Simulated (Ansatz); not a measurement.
## Which method gave which barrier?

Saddle point of BH₂Cl₃, singlet (BHCl₂ ([Cl][BH][Cl]) + HCl → BCl₃ ([Cl][B]([Cl])[Cl]) + H₂; bonds formed: B1–Cl6, H2–H5; bonds broken: B1–H2, H5–Cl6), PBE0-D4/def2-TZVP structure:

| atom | x (Å) | y (Å) | z (Å) |
| --- | --- | --- | --- |
| B1 | -0.2252 | -0.1755 | -0.2288 |
| H2 | 0.5668 | 0.7253 | -0.7052 |
| Cl3 | 0.2588 | -1.7664 | -0.8019 |
| Cl4 | -1.8925 | 0.3761 | -0.3276 |
| H5 | 0.7923 | 0.7197 | 0.3426 |
| Cl6 | 0.4996 | 0.1207 | 1.7209 |

Computed with Ansatz 0.2.0 (basis: def2-TZVPP, with def2-QZVPP for the basis limit); correlated methods freeze the cores. B3LYP uses VWN-RPA correlation. Extrapolation: Hartree–Fock as exp(−7.88 √X), correlation as X^−2.97. Four methods, as single points on the PBE0-D4 structures, gave these electronic barriers from the start structure: 0.764, 1.148, 1.240, 1.973 eV.

The methods were, in alphabetical order, B3LYP-D4, CCSD(T), HF, PBE-D4. Which gave which? (Judge from chemistry; the calculation decides.)

The calculation gives: PBE-D4 0.764; B3LYP-D4 1.148; CCSD(T) 1.240; HF 1.973 eV. For comparison, CCSD(T) at an estimated basis limit (MP2 extrapolated from triple and quadruple zeta, plus CCSD(T) − MP2 in triple zeta) gives 1.187 eV.

The T1 diagnostic stays at or below 0.012. The start structure is not quite a true minimum (one mode of 59i cm⁻¹).

Labels in which every atom is bracketed show which atoms are joined, not bond orders.

For scale, one of the runs: CCSD(T)/def2-TZVPP, 185 basis functions, launched by `ansatz run in.yaml --threads 2 --pin off --events-out ev --progress --plain --max-ram 4352MiB`. The run took 43 s on 2 CPU threads of an Arm Neoverse V2 (shared host), with 1.7 GiB of host memory at its peak.
